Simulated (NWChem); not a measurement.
System: CH4GeO2, singlet; SMILES [Ge]([O]C)[OH]

Excerpt of the output:

```
             Northwest Computational Chemistry Package (NWChem) 7.3.0
             --------------------------------------------------------

 C1  symmetry detected

                             Geometry "geometry" -> ""
                             -------------------------

 Output coordinates in angstroms (scale by  1.889725989 to convert to a.u.)

  No.       Tag          Charge          X              Y              Z
 ---- ---------------- ---------- -------------- -------------- --------------
    1 Ge                  32.0000     0.36323603     0.70420263    -0.00005273
    2 O                    8.0000    -1.44851162     0.76212144     0.00005104
    3 H                    1.0000    -1.88719417    -0.10428201     0.00115247
    4 O                    8.0000     0.67303760    -1.08496662     0.00033351
    5 C                    6.0000    -0.30651932    -2.10688755    -0.00022035
    6 H                    1.0000    -0.95140313    -2.06172703    -0.89089927
    7 H                    1.0000     0.20319444    -3.07632062    -0.00547000
    8 H                    1.0000    -0.94524206    -2.06806791     0.89514981

 Effective nuclear repulsion energy (a.u.)     272.1239246300

                                 NWChem DFT Module
                                 -----------------

 Summary of "ao basis" -> "ao basis" (spherical)
 ------------------------------------------------------------------------------
       Tag                 Description            Shells   Functions and Types
 ---------------- ------------------------------  ------  ---------------------
 Ge                        def2-tzvp                16       48   6s5p4d1f
 O                         def2-tzvp                11       31   5s3p2d1f
 H                         def2-tzvp                 4        6   3s1p
 C                         def2-tzvp                11       31   5s3p2d1f

            General Information
            -------------------
          SCF calculation type: DFT
          Wavefunction type:  closed shell.
          No. of atoms     :     8
          No. of electrons :    58
           Alpha electrons :    29
            Beta electrons :    29
          Charge           :     0
          Spin multiplicity:     1
          Use of symmetry is: off; symmetry adaption is: off
          Maximum number of iterations: 150
          AO basis - number of functions:   165
                     number of shells:    65
          Convergence on energy requested:  1.00D-06
          Convergence on density requested:  1.00D-05
          Convergence on gradient requested:  5.00D-04

              XC Information
              --------------
                         B3LYP Method XC Potential
                     Hartree-Fock (Exact) Exchange  0.200
                        Slater Exchange Functional  0.800 local
                    Becke 1988 Exchange Functional  0.720 non-local
              Lee-Yang-Parr Correlation Functional  0.810
                  VWN I RPA Correlation Functional  0.190 local

             Grid Information
             ----------------
          Grid used for XC integration:  medium
          Radial quadrature: Mura-Knowles
          Angular quadrature: Lebedev.
          Tag              B.-S. Rad. Rad. Pts. Rad. Cut. Ang. Pts.
          ---              ---------- --------- --------- ---------
          Ge                  1.25      112          11.0       590
          O                   0.60       49          11.0       434
          H                   0.35       45          11.0       434
          C                   0.70       49          10.0       434
          Grid pruning is: on
          Number of quadrature shells:   439
          Spatial weights used:  Erf1

      Superposition of Atomic Density Guess
      -------------------------------------

 Sum of atomic energies:       -2264.54524185

      Non-variational initial energy
      ------------------------------

 Total energy =   -2265.664902
 1-e energy   =   -3696.029705
 2-e energy   =    1158.240878
 HOMO         =      -0.308883
 LUMO         =      -0.028586

     ---------------------------------------------
      Total Density - Mulliken Population Analysis
     ---------------------------------------------

    Atom       Charge   Shell Charges
 -----------   ------   -------------------------------------------------------
    1 Ge  32    30.96   2.00  2.00  1.17  0.78  0.98  0.96  5.98  4.40  1.59  0.59  0.32  8.92  1.09  0.05  0.07  0.05
    2 O    8     8.94   0.79  1.18  0.60  0.97  0.25  2.02  2.20  0.92  0.00  0.01  0.00
    3 H    1     0.57   0.20  0.26  0.07  0.04
    4 O    8     8.74   0.79  1.18  0.60  0.97  0.23  1.99  2.18  0.78  0.00  0.02  0.00
    5 C    6     6.22   0.86  1.12  0.54  0.65  0.14  1.13  1.28  0.40  0.02  0.07  0.01
    6 H    1     0.85   0.25  0.45  0.14  0.02
    7 H    1     0.86   0.25  0.46  0.13  0.02
    8 H    1     0.85   0.25  0.45  0.14  0.02

   convergence    iter        energy       DeltaE   RMS-Dens  Diis-err
 ---------------- ----- ----------------- --------- --------- ---------
 d= 0,ls=0.0,diis     1  -2268.0136265295 -2.54D+03  8.43D-03  1.42D+00
 d= 0,ls=0.0,diis     2  -2267.7838824932  2.30D-01  5.33D-03  3.58D+00
 d= 0,ls=0.0,diis     3  -2268.1277606095 -3.44D-01  8.80D-04  1.40D-01
 d= 0,ls=0.0,diis     4  -2268.1375656129 -9.81D-03  2.69D-04  1.63D-02
 d= 0,ls=0.0,diis     5  -2268.1383876071 -8.22D-04  1.15D-04  1.17D-03
  Resetting Diis
 d= 0,ls=0.0,diis     6  -2268.1384618014 -7.42D-05  5.03D-05  3.28D-04
 d= 0,ls=0.0,diis     7  -2268.1384904447 -2.86D-05  2.70D-05  1.21D-05
 d= 0,ls=0.0,diis     8  -2268.1384871801  3.26D-06  1.76D-05  4.71D-05
 d= 0,ls=0.0,diis     9  -2268.1384916461 -4.47D-06  2.66D-06  9.08D-07
 d= 0,ls=0.0,diis    10  -2268.1384917297 -8.35D-08  4.01D-07  2.95D-08

[...]
```

Level: B3LYP/def2-TZVP. Low-valent species are run as closed-shell singlets; no triplet was tried in these runs. The geometry was optimised at B3LYP/6-31G* (spherical d).

**Question.** Write an input that gives this output.

**Answer.** This is not unique; one that fits is the input that was run:
```
start job
memory heap 200 mb stack 900 mb global 1100 mb
geometry units angstroms noautoz
  Ge     0.382596    -0.686878     0.122242
  O     -1.348838    -0.786273    -0.405054
  H     -1.808782     0.066738    -0.467682
  O      0.595891     1.102463     0.345553
  C     -0.389483     2.097790     0.140086
  H     -1.259143     1.962003     0.800750
  H      0.051741     3.074721     0.364949
  H     -0.743208     2.120773    -0.901793
end
basis spherical
  * library def2-tzvp
end
dft
  xc b3lyp
  iterations 150
  mulliken
end
task dft energy
```
